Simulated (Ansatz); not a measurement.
Start from `[OH][Hf]([F])([Cl])[Cl]` and change one atom or group to get `C[O][Hf]([OH])([Cl])[Cl]`.

Ansatz, PBE0-D4/def2-TZVP geometries, multiplicity 1. Each molecule was computed in one conformer, which needn't be the lowest.

Elements past krypton have def2 core potentials.

| property | `[OH][Hf]([F])([Cl])[Cl]` |
| --- | --- |
| size of the dipole moment (ωB97M-V/def2-TZVPP) / D | 2.84 |
| LUMO energy (ωB97M-V/def2-TZVPP) / eV | 0.77 |
| HOMO–LUMO gap (PBE/def2-TZVPP) / eV | 5.96 |
| HOMO energy (ωB97M-V/def2-TZVPP) / eV | -11.60 |
| HOMO energy (PBE0/def2-TZVPP) / eV | -9.36 |
| HOMO energy (PBE/def2-TZVPP) / eV | -7.93 |

Question: Give the same properties after the change, and the shifts. (Best estimate.)

Answer: The calculation gave: 
| property | `C[O][Hf]([OH])([Cl])[Cl]` | shift |
| --- | --- | --- |
| size of the dipole moment (ωB97M-V/def2-TZVPP) / D | 3.95 | 1.11 |
| LUMO energy (ωB97M-V/def2-TZVPP) / eV | 1.00 | 0.23 |
| HOMO–LUMO gap (PBE/def2-TZVPP) / eV | 5.79 | -0.17 |
| HOMO energy (ωB97M-V/def2-TZVPP) / eV | -10.99 | 0.61 |
| HOMO energy (PBE0/def2-TZVPP) / eV | -8.71 | 0.65 |
| HOMO energy (PBE/def2-TZVPP) / eV | -7.25 | 0.68 |

With PBE0 the HOMO rises by 0.65 eV and the LUMO rises by 0.52 eV, so the gap narrows by about 0.13 eV. PBE moves the HOMO by 0.68 eV and ωB97M-V by 0.61 eV. Dipoles are sizes alone; their direction can turn.
